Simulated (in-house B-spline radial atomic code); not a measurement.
Results of a calculation; reference values are marked as such.
**Building a PAW p channel for S, r_c = 1.38 bohr**

S, [Ne] 3s2 3p4, non-relativistic PBE, spherical and spin-unpolarised, from a B-spline radial code for spherical atoms (atomic units; all potentials screened as in the neutral atom).

Two all-electron partial waves φ1, φ2 are integrated outwards at E1 = ε(3p) = -0.258025 and E2 = E1 + 0.5 hartree; φ1 is the bound orbital and φ2 has unit norm inside r_c = 1.3783 bohr. Smooth partners are polynomials, r^2(a0 + a1 r² + a2 r⁴ + a3 r⁶), matched to φ and three derivatives at r_c, with no condition on the norm. The local potential is -6.56745 + (4.83885) r² + (-1.45138) r⁴ + (0.1321) r⁶ inside 1.1285 bohr and the all-electron one outside.

```json
{"wave": "1", "φ(r_c)": "0.7059734", "φ'(r_c)": "0.2355436", "a0": "0.7232849", "a1": "-0.1977003", "a2": "-0.004896862", "a3": "0.006065149"}
{"wave": "2", "φ(r_c)": "1.363779", "φ'(r_c)": "-0.2100985", "a0": "1.80551", "a1": "-0.7036327", "a2": "0.05670163", "a3": "0.006482897"}
```

Inside r_c the overlaps are <φi φj> = [[0.22118, 0.46955], [0.46955, 1.00000]] and, for the smooth waves, [[0.21960, 0.47039], [0.47039, 1.01137]]. With χj = (Ej − T − V_local) applied to smooth wave j, the program's quadrature gives the matrix B_ij = <smooth i, χj> as [[0.19280, 0.43937], [0.43895, 1.00180]].

(1) Check the match of the first wave, and find the augmentation charges q_ij.

(2) B isn't symmetric. Show that D_ij = B_ij + Ej q_ij is.

Solving (T + V_local + Σ p D p) ψ = E (1 + Σ p q p) ψ in a sphere of 9 bohr, whose wall lifts the free-atom level a little, gives these levels:

| all-electron | one projector | two projectors |
| --- | --- | --- |
| -0.257990 | -0.257990 | -0.257990 |
| 0.087255 | 0.087134 | 0.087255 |
| 0.388215 | 0.387382 | 0.388214 |
| 0.839081 | 0.835560 | 0.839037 |
| 1.431800 | 1.420780 | 1.431220 |

(3) What does the second projector gain?

Answers

(1) At r_c the four terms are 1.37403, -0.71348, -0.03357, 0.07899, which sum to 0.7060, φ1(r_c) to rounding. q_ij is the all-electron overlap less the smooth one: [[0.00158, -0.00084], [-0.00084, -0.01137]]. The smooth first wave has a norm of 0.2196 inside r_c against 0.2212, and q11 > 0 puts back the missing charge.

(2) Integrating by parts gives B12 − B21 = (E1 − E2) q12: 0.43937 − (0.43895) = 0.00042, and −0.5 × (-0.00084) = 0.00042. So D12 = 0.43937 + (0.241975)(-0.00084) = 0.43917 and D21 = 0.43895 + (-0.258025)(-0.00084) = 0.43917; D11 = 0.19240, D22 = 0.99905. The projectors, p = (B⁻¹)ᵀ χ, are dual to the smooth waves; det B = 0.00029, small beside B11 B22, as the two smooth waves look alike inside r_c.

(3) With one projector the errors are 0.00, -0.12, -0.83, -3.52, -11.02 millihartree. With two the errors are 0.00, 0.00, 0.00, -0.04, -0.58 millihartree. The scattering is exact at E1 and at E2 = 0.242, and over all levels compared the largest error is 0.58 millihartree. The lowest eigenvalue of the overlap operator is 1 with one and 0.7127 with two projectors. The smooth orbital alone needs a cutoff of 9.5 hartree for 1 millihartree of kinetic energy, against 6.2 for a norm-conserving Troullier-Martins orbital of the same radius.
